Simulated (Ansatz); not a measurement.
Isomers of Si19PH30 (doublet), relaxed with PBE-D4/def2-SVP; total energies from Ansatz at PBE0-D4/def2-TZVP.

```tsv
isomer	description	energy (Eh)
A	point group not assigned; 21 × Si–Si 2.35 to 2.37 Å; 4 × P–Si 2.28 to 2.53 Å; 30 × H–Si 1.50 to 1.52 Å	-5857.74859
B	point group Cs; 22 × Si–Si 2.34 to 2.36 Å; 3 × P–Si 2.29 to 2.43 Å; 29 × H–Si 1.51 Å; 1 × H–P 1.43 Å	-5857.74607
C	point group not assigned; 22 × Si–Si 2.34 to 2.38 Å; 2 × P–Si 2.28 to 2.29 Å; 29 × H–Si 1.50 to 1.52 Å; 1 × H–P 1.44 Å	-5857.73007
```

Single mean-field runs in def2-TZVP are fitted with def2-universal-jkfit.

Question: Work out the relative energies (1 Eh = 2625.5 kJ/mol) and the Boltzmann populations at 298 K from electronic energies alone (R = 8.314 J/mol/K).

Answer: ΔE: A 0.0, B 6.6, C 48.6 kJ/mol. RT = 2.48 kJ/mol. Factors exp(−ΔE/RT): A 1, B 0.0699, C 3.08e-09; sum 1.070. Populations: A 93.5 %, B 6.5 %, C 0.0 %. Zero-point energy, vibrational entropy and symmetry numbers are left out and can shift these; an error of 4 kJ/mol changes a ratio by a factor of 5.0. Over the other density-functional and correlated levels in def2 sets, the gap between A and B ranges from 4 to 20 kJ/mol.
